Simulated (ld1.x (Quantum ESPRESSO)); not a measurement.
**Scattering properties, TM potential for Ga (Z = 31)**

| Quantity | Value |
| --- | --- |
| Element | gallium (Ga) |
| Generator | ld1.x (Quantum ESPRESSO) 7.5 |
| Type | norm-conserving Troullier–Martins (Kleinman–Bylander form) |
| Functional | LDA (PZ) |
| Relativity | non-relativistic |
| Frozen core | [Ne] 3s2 |
| Valence charge | 19 |
| Reference configuration | 3p6 3d10 4s2 4p1 |
| Partial waves | 4s (bound): rc 1.65 bohr; 3p (bound): rc 1.10 bohr; 3d (bound): rc 1.15 bohr |
| Local potential | all-electron potential smoothed inside 1.40 bohr (lloc = -1) |
| Core correction | none |

Occupied shells without a wave of their own: 4p. They enter only through the test configuration that unscreens the potential.

The phase is arctan(r·u′/u) with u = r·R(r), unwrapped; energies in Ry, scanned from -9 to 5 Ry. A pole is an energy at which the radial function vanishes at the test radius. The pseudo phase is shifted by a multiple of π to meet the all-electron one at the reference energy, and phase errors are pseudo minus all-electron; the curves can meet again beyond the range given. Levels narrower than the energy grid can be missing from the lists of poles.

For each channel, where are the poles, and over which energies does the pseudopotential scatter like the atom?

```csv
channel,radius (bohr),reference energy (Ry),"poles, all-electron","poles, pseudo",unbroken range about the reference energy with phases within 0.05 rad,phase error 1 Ry above the reference energy (rad)
s,1.79,-0.66,4.74,0.03,below -0.2,-2.964
p,1.79,-7.17,-7.09,-7.09,below -0.1,+0.001
d,1.79,-1.47,-1.19,-1.19,below 2.0,+0.004
```

Phases in the s channel:

```json
{"E (Ry)": "-9.00", "all-electron": "1.374", "pseudo": "1.361"}
{"E (Ry)": "-8.52", "all-electron": "1.364", "pseudo": "1.353"}
{"E (Ry)": "-8.04", "all-electron": "1.355", "pseudo": "1.345"}
{"E (Ry)": "-7.56", "all-electron": "1.345", "pseudo": "1.336"}
{"E (Ry)": "-7.08", "all-electron": "1.335", "pseudo": "1.326"}
{"E (Ry)": "-6.60", "all-electron": "1.323", "pseudo": "1.314"}
{"E (Ry)": "-6.12", "all-electron": "1.309", "pseudo": "1.301"}
{"E (Ry)": "-5.64", "all-electron": "1.294", "pseudo": "1.285"}
{"E (Ry)": "-5.16", "all-electron": "1.276", "pseudo": "1.267"}
{"E (Ry)": "-4.68", "all-electron": "1.255", "pseudo": "1.245"}
{"E (Ry)": "-4.20", "all-electron": "1.229", "pseudo": "1.218"}
{"E (Ry)": "-3.72", "all-electron": "1.196", "pseudo": "1.185"}
{"E (Ry)": "-3.24", "all-electron": "1.155", "pseudo": "1.143"}
{"E (Ry)": "-2.76", "all-electron": "1.099", "pseudo": "1.086"}
{"E (Ry)": "-2.28", "all-electron": "1.021", "pseudo": "1.008"}
{"E (Ry)": "-1.80", "all-electron": "0.906", "pseudo": "0.893"}
{"E (Ry)": "-1.32", "all-electron": "0.722", "pseudo": "0.713"}
{"E (Ry)": "-0.84", "all-electron": "0.415", "pseudo": "0.413"}
{"E (Ry)": "-0.36", "all-electron": "-0.057", "pseudo": "-0.073"}
{"E (Ry)": "0.12", "all-electron": "-0.564", "pseudo": "-3.213"}
{"E (Ry)": "0.60", "all-electron": "-0.918", "pseudo": "-3.943"}
{"E (Ry)": "1.08", "all-electron": "-1.131", "pseudo": "-4.198"}
{"E (Ry)": "1.56", "all-electron": "-1.263", "pseudo": "-4.350"}
{"E (Ry)": "2.04", "all-electron": "-1.351", "pseudo": "-4.449"}
{"E (Ry)": "2.52", "all-electron": "-1.414", "pseudo": "-4.519"}
{"E (Ry)": "3.00", "all-electron": "-1.461", "pseudo": "-4.571"}
{"E (Ry)": "3.48", "all-electron": "-1.499", "pseudo": "-4.612"}
{"E (Ry)": "3.96", "all-electron": "-1.530", "pseudo": "-4.646"}
{"E (Ry)": "4.44", "all-electron": "-1.556", "pseudo": "-4.674"}
{"E (Ry)": "4.92", "all-electron": "-1.579", "pseudo": "-4.699"}
```
